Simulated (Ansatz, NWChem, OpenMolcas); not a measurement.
CH3FGeO (SMILES C[O][Ge][F]): methods side by side

CH3FGeO has 7 atoms, charge 0, and is taken as a singlet. SMILES: `C[O][Ge][F]`. Geometry: relaxed at PBE0-D4/def2-TZVP. This is one conformer, not always the lowest.

Each level gives the vertical ionisation energy (to the doublet cation) (eV). The values are calculated.

```
                               level                    kind     program  value (eV)  less CCSD(T)/6-31G*  CPU time (all runs)
     HF/6-31G* (spherical functions)            Hartree–Fock      NWChem        9.72                -0.95              2.2 min
  SVWN5/6-31G* (spherical functions)                     LDA  OpenMolcas       10.23                -0.44                 52 s
    PBE/6-31G* (spherical functions)                     GGA      Ansatz       10.02                -0.65                 21 s
  M06-L/6-31G* (spherical functions)                meta-GGA  OpenMolcas       10.08                -0.59                 92 s
  B3LYP/6-31G* (spherical functions)           global hybrid  OpenMolcas       10.37                -0.30                 75 s
  BHLYP/6-31G* (spherical functions)           global hybrid      Ansatz       10.54                -0.13                 39 s
 M06-2X/6-31G* (spherical functions)         hybrid meta-GGA  OpenMolcas       10.32                -0.35                 95 s
  HSE06/6-31G* (spherical functions)  range-separated hybrid      Ansatz       10.33                -0.34                 41 s
 B2PLYP/6-31G* (spherical functions)           double hybrid      Ansatz       10.37                -0.30                 66 s
CCSD(T)/6-31G* (spherical functions)   coupled cluster or CI      Ansatz       10.67                 0.00              3.2 min
```

CCSD(T)/6-31G* (spherical functions) is the highest level here, not the true value. All-electron rows without a relativistic Hamiltonian named are non-relativistic. The values span 9.72 to 10.67 eV. In the correlated wave-function rows the outer d shell of Ge is correlated, in sets not made for it. The second state's dipole differs much between rows, so they may not all be the same state. Times are those of the runs behind each value, whatever else they computed, on shared processors of several kinds: orders of magnitude only.
